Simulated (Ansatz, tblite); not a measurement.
Forces on the cluster Ge₃Sb₂⁻ at its r2SCAN-D4/def2-SVPD geometry. The state is a doublet with charge -1.

In the def2 sets Sb takes a core potential; there is no spin–orbit coupling. The xTB rows come from tblite. Another isomer (doublet) lies 0.95 eV lower at PBE0-D4/def2-TZVPD; other spin states weren't run for this one.

GFN2-xTB (tblite), largest force 0.99 eV/Å:

```xyz
5
positions Å, forces eV/Å
Sb   -0.181    1.962   -0.705    0.271   -0.701   -0.301
Sb   -0.817    0.576    1.838    0.277   -0.690   -0.320
Ge   -0.199   -1.902    1.693   -0.125    0.948   -0.242
Ge    0.377   -0.961   -0.429   -0.030    0.078    0.035
Ge    0.820    0.325   -2.397   -0.392    0.365    0.829
```

PBE-D4/def2-TZVPD (Ansatz), largest force 0.28 eV/Å:

```
Sb -0.050 0.160 0.036
Sb -0.063 0.129 0.093
Ge -0.022 -0.210 0.185
Ge 0.045 -0.114 -0.051
Ge 0.090 0.035 -0.263
```
